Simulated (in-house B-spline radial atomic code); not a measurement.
Atomic self-consistent-field run: Cd8+ (an excited or competing configuration). Level of theory: Dirac-Hartree-Fock, average of the jj configuration, Fermi nucleus of rms radius 4.6087 fm; calculated with a radial B-spline atomic code at the basis-set limit.

In the input, a minus or plus after the letter marks the j = l - 1/2 or j = l + 1/2 subshell.

Command:
```bash
python run_scf.py task.json out
```
Settings (nuclear radius in fm, mass in u):
```
Z                48
configuration    1s2 2s2 2p6 3s2 3p6 3d10 4s2 4p-1 4p+4 4d-3 4d+1 5p+1
hamiltonian      dirac
method           hf
spin_polarised   False
nucleus          fermi
rms_radius       4.6087
atomic_mass      113.90336
speed_of_light   137.035999084
```

Output (hartree, bohr):
```
 radial grid: 67 intervals, B-splines of order 8, outer radius 16.6667 bohr

 iter        energy (Eh)    residual
    1       -5558.042516    8.93e-01
    2       -5568.593976    3.08e-01
    3       -5569.916949    8.81e-02
    4       -5570.050486    3.18e-02
    5       -5570.064301    1.24e-02
    6       -5570.066242    1.06e-03
    7       -5570.066256    5.66e-05
    8       -5570.066256    2.44e-06
    9       -5570.066256    2.81e-07

 total energy                     -5570.06626
 kinetic                            5842.5002
 electron-nucleus                 -13288.1580
 electron-electron                  1875.5916

 first-order corrections (not in the total)
   Gaunt                             4.2706
   retardation                      -0.4331
   frequency dependence             -0.0347
   self-energy                       2.8917
   Uehling                          -0.3649
   Wichmann-Kroll                    0.0070
   recoil                            0.0185

 orbital      occ     eigenvalue          <r>       <r^2>       <1/r>       r_max    small
 1s1/2      2.000      -993.3532    0.0303901   0.0012492     50.6421     0.01968  3.10e-02
 2s1/2      2.000      -155.7964      0.13103   0.0203071     11.7187      0.1112  6.54e-03
 2p1/2      2.000      -145.0209     0.111325   0.0152296     11.6589     0.08607  6.51e-03
 2p3/2      4.000      -137.9059      0.11641   0.0165253     10.9327     0.09036  6.25e-03
 3s1/2      2.000       -35.1743     0.355328    0.144426      4.1365      0.3226  1.88e-03
 3p1/2      2.000       -30.7895     0.347813    0.140581     4.02772        0.31  1.81e-03
 3p3/2      4.000       -29.5014     0.357508    0.148241     3.86156      0.3194  1.75e-03
 3d3/2      4.000       -21.8784     0.330345    0.129606     3.68698      0.2637  1.62e-03
 3d5/2      6.000       -21.5736     0.334165    0.132441     3.63674      0.2669  1.59e-03
 4s1/2      2.000        -9.9859     0.841563    0.795585      1.6404      0.7794  5.12e-04
 4p1/2      1.000        -8.6034     0.877998    0.871571     1.55199      0.8057  4.73e-04
 4p3/2      4.000        -8.1369     0.899836    0.914871     1.49921       0.825  4.52e-04
 4d3/2      3.000        -5.7671       1.0014      1.1494      1.3064      0.8908  3.61e-04
 4d5/2      1.000        -5.7855      1.00546     1.15832     1.29941      0.8958  3.59e-04
 5p3/2      1.000        -3.4122       1.9411     4.18444     0.67758       1.862  1.37e-04

 Slater integrals (Eh)
   F0(4p1/2,4p1/2)               1.022600
   F0(4p1/2,4p3/2)               1.009909
   G2(4p1/2,4p3/2)               0.535719
   F0(4p1/2,4d3/2)               0.953388
   G1(4p1/2,4d3/2)               0.624450
   F0(4p1/2,4d5/2)               0.951076
   G3(4p1/2,4d5/2)               0.388882
   F0(4p1/2,5p3/2)               0.570477
   G2(4p1/2,5p3/2)               0.048491
   F0(4p3/2,4p3/2)               0.997837
   F2(4p3/2,4p3/2)               0.531171
   F0(4p3/2,4d3/2)               0.943386
   F2(4p3/2,4d3/2)               0.490405
   G1(4p3/2,4d3/2)               0.622641
   G3(4p3/2,4d3/2)               0.390352
   F0(4p3/2,4d5/2)               0.941177
   F2(4p3/2,4d5/2)               0.488995
   G1(4p3/2,4d5/2)               0.620952
   G3(4p3/2,4d5/2)               0.389200
   F0(4p3/2,5p3/2)               0.568328
   F2(4p3/2,5p3/2)               0.174329
   G0(4p3/2,5p3/2)               0.035777
   G2(4p3/2,5p3/2)               0.048304
   F0(4d3/2,4d3/2)               0.897908
   (list cut)
```

Time taken, with all properties: 1.1 s on 1 thread of Arm Neoverse V1, on a shared host.

For the Dirac Hamiltonian the kinetic term is c α·p + (β - 1)c².
